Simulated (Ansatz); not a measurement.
The cation of C5H11NO, SMILES `CCC(=O)N(C)C` at the neutral geometry.

```yaml
crystal:
  periodic: [false, false, false]
  atoms:
    - {symbol: C, position_ang: [2.072379, -0.953178, 0.097485]}
    - {symbol: C, position_ang: [0.678171, -1.471614, -0.238119]}
    - {symbol: C, position_ang: [-0.169670, -0.405699, -0.901404]}
    - {symbol: O, position_ang: [-0.244528, -0.357747, -2.117193]}
    - {symbol: N, position_ang: [-0.806600, 0.501769, -0.107358]}
    - {symbol: C, position_ang: [-1.581890, 1.550074, -0.723082]}
    - {symbol: C, position_ang: [-0.731798, 0.560491, 1.327464]}
    - {symbol: H, position_ang: [2.553874, -0.557096, -0.798683]}
    - {symbol: H, position_ang: [2.044372, -0.153985, 0.842053]}
    - {symbol: H, position_ang: [2.699197, -1.755503, 0.491718]}
    - {symbol: H, position_ang: [0.195091, -1.889204, 0.648446]}
    - {symbol: H, position_ang: [0.751316, -2.272452, -0.973957]}
    - {symbol: H, position_ang: [-1.152837, 2.532739, -0.497487]}
    - {symbol: H, position_ang: [-1.581995, 1.396004, -1.799067]}
    - {symbol: H, position_ang: [-2.610898, 1.532404, -0.349125]}
    - {symbol: H, position_ang: [-1.734465, 0.505643, 1.766442]}
    - {symbol: H, position_ang: [-0.277446, 1.503932, 1.653104]}
    - {symbol: H, position_ang: [-0.139771, -0.255281, 1.730564]}
basis:
  gaussian: {orbitals: def2-TZVPP}
total_charge: 1
magnetization: {spin_polarized: true, initial_magnetization: 1}
hamiltonian: {xc: r2scan, dispersion: d4}
```

```sh
$ ansatz run in.yaml --threads 2 --pin off --events-out ev --progress --plain --max-ram 32768MiB --backend cuda --devices 0, --max-vram 18GiB
```

Shortened log:

```
Functional definition: r2SCAN
1855 factors; their error is unknown
mean field evaluation 1: about -8871.4182 eV, gradient 6.8e1 eV
mean field evaluation 2: about -8855.1274 eV, gradient 8.8e1 eV
mean field evaluation 4: about -8889.6577 eV, gradient 2.1e1 eV
mean field evaluation 8: about -8891.6088 eV, gradient 1.8e0 eV
mean field evaluation 16: about -8891.5900 eV, gradient 5.4e-1 eV
mean field evaluation 32: about -8891.5907 eV, gradient 2.1e-5 eV
mean field -8891.59065709 eV, -326.7599297115 hartree, gradient 8.7e-6 eV, S^2 0.774176; 4 other end points of the search recorded, 0 dependent functions left out
reference -8891.59067279 eV, -326.7599302884 hartree; 28, 27 occupied and 343, 344 virtual orbitals, 1855 factors
Total energy: -8891.68539990 eV, -326.7634114456 hartree
```

Hardware: 2 threads of an AMD EPYC 7R13 on a shared host and a share of an NVIDIA H100 80 GB. Wall time 9.5 s, peak host memory 1 GiB.
